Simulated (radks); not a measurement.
Values are calculated unless marked as measured or tabulated.
Effect of the nuclear size on neutral samarium, [Xe] 4f6 6s2. Code: a radial shooting solver on a logarithmic mesh with Libxc functionals. Model: Dirac Kohn-Sham, PBE, spin-unpolarised, spherical densities, finite nucleus; open shells fill j = l - 1/2 first; Fermi nuclear charge, rms radius 5.0819 fm. The rms radius is varied about that value; shifts are against it.

| rms radius (fm) | total energy shift (eV) | density at nucleus (e/bohr^3) | 1s1/2 shift (meV) | 2s1/2 shift (meV) | 5s1/2 shift (meV) | 5p1/2 shift (meV) | 6s1/2 shift (meV) | 4f5/2 shift (meV) | 6p1/2 (empty) shift (meV) |
|---|---|---|---|---|---|---|---|---|---|
| 4.218 | -5.27 | 5.574e+05 | -2180 | -276 | -2.00 | 0.280 | -0.081 | 0.437 | 0.088 |
| 4.6449 | -2.76 | 5.447e+05 | -1140 | -144 | -1.05 | 0.147 | -0.043 | 0.229 | 0.046 |
| 5.0819 | 0 | 5.332e+05 | 0.000 | 0.000 | 0.000 | 0.000 | 0.000 | 0.000 | 0.000 |
| 5.4173 | 2.25 | 5.251e+05 | 929 | 118 | 0.851 | -0.119 | 0.035 | -0.186 | -0.037 |
| 5.768 | 4.71 | 5.173e+05 | 1950 | 247 | 1.78 | -0.250 | 0.073 | -0.390 | -0.078 |

Slopes of the eigenvalues against <r^2> in GHz/fm^2, as finite differences over the two radii next to the reference (eigenvalue slopes, not the field-shift constants of lines): 1s1/2 64400, 2s1/2 8150, 5s1/2 59.0, 5p1/2 -8.27, 6s1/2 2.40, 4f5/2 -12.9, 6p1/2 (empty) -2.59.
